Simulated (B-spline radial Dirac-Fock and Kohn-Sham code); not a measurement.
## X-ray form factors of copper in several charge states

Level of theory: configuration-average Dirac-Fock orbitals; a radial atomic solver.

Configurations: Cu²¹⁺ [He] 2s2 2p4; Cu²³⁺ [He] 2s2 2p2; Cu²⁵⁺ [He] 2s2; Cu²⁶⁺ [He] 2s1; Cu²⁸⁺ 1s1. The first column is f₀ of Cu²¹⁺, the others are differences from it.

```
s (Å⁻¹)  Cu²¹⁺  Δ Cu²³⁺  Δ Cu²⁵⁺  Δ Cu²⁶⁺  Δ Cu²⁸⁺
      0  8.000   -2.000   -4.000   -5.000   -7.000
   0.05  7.994   -1.998   -3.996   -4.995   -6.994
    0.1  7.977   -1.992   -3.986   -4.982   -6.977
   0.15  7.949   -1.983   -3.968   -4.959   -6.949
    0.2  7.909   -1.970   -3.943   -4.927   -6.910
   0.25  7.859   -1.953   -3.911   -4.886   -6.860
    0.3  7.798   -1.932   -3.873   -4.837   -6.800
   0.35  7.726   -1.909   -3.828   -4.779   -6.729
    0.4  7.645   -1.882   -3.777   -4.714   -6.649
   0.45  7.555   -1.852   -3.720   -4.641   -6.560
    0.5  7.455   -1.819   -3.658   -4.561   -6.462
    0.6  7.232   -1.745   -3.519   -4.382   -6.241
    0.7  6.981   -1.663   -3.362   -4.181   -5.993
    0.8  6.706   -1.573   -3.191   -3.961   -5.723
    0.9  6.414   -1.478   -3.009   -3.728   -5.434
      1  6.109   -1.380   -2.820   -3.485   -5.134
    1.1  5.797   -1.280   -2.627   -3.237   -4.827
    1.2  5.482   -1.180   -2.433   -2.988   -4.517
    1.4  4.860   -0.985   -2.052   -2.499   -3.909
    1.6  4.274   -0.805   -1.695   -2.041   -3.336
```

Values without a named source are computed, but for edge energies of neutral atoms, which are taken from tables.
